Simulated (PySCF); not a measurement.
Cr(OH)3 (CrH3O3), SMILES [OH][Cr]([OH])[OH] (connectivity only; charge and spin as stated), neutral, multiplicity 4. Atoms are numbered in the order given.

```xyz
7

Cr     0.0353     0.0068     0.0000
O      0.0722     0.8742     1.5278
H     -0.7432     1.0501     2.0128
O      0.0722     0.8742    -1.5278
H     -0.7432     1.0501    -2.0128
O     -0.1455    -1.7443     0.0000
H      0.6469    -2.2958     0.0000
```
Charge 0, spin multiplicity 4.

The structure is a stationary point at PBE0-D3(BJ)/def2-SVP. The multiplicity is an assumed one; other spin states were not compared. One conformer was computed; it need not be the lowest.

Level of theory: PBE/def2-TZVPD (PySCF).

Gas-phase values at a fixed geometry.

```json
{
 "total_energy": "-1271.70652 hartree",
 "point_group": "Cs",
 "α spin, highest occupied and lowest empty level": "-5.15 and -2.91 eV",
 "β spin, highest occupied and lowest empty level": "-7.28 and -2.92 eV",
 "dipole_moment": "1.06 D",
 "quadrupole, principal values (traceless, Buckingham form, about the centre of nuclear charge)": "-9.60, -1.12, 10.71 D·Å",
 "mean_static_polarisability": "51.9 bohr³ (7.69 Å³)",
 "polarisability_principal_values": "41.2, 56.9, 57.5 bohr³",
 "⟨S²⟩": "3.779 (pure state 3.75)"
}
```
